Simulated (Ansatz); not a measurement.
Correlation energies of CH$_{6}$ClInSi, SMILES `[CH3][In]([SiH3])[Cl]` by basis set

```xyz
10

C    -0.771   -1.536   -1.380
In   -0.476    0.239   -0.219
Si    1.215    1.129    1.492
Cl   -2.197    1.804   -0.646
H    -0.838   -2.406   -0.726
H     0.071   -1.681   -2.060
H    -1.691   -1.435   -1.954
H     0.808    2.465    1.996
H     2.559    1.235    0.860
H     1.321    0.185    2.638
```

Total charge 0; spin multiplicity 1. Correlated methods include outer-core shells of In, which these sets cover unevenly. In: def2 effective core potential. The structure was optimised at the PBE0-D4/def2-TZVP level. Frozen core, restricted reference, Ansatz 0.2.0.

```tsv
basis	HF (Eh)	MP2 corr.	CCSD corr.	(T)	CCSD(T) total
def2-SVP	-978.78755	-0.46474	-0.52416	-0.01414	-979.32585
def2-TZVPP	-979.09903	-0.78355	-0.83041	-0.03003	-979.95947
def2-QZVPP	-979.12390	-1.01246	–	–	–
```
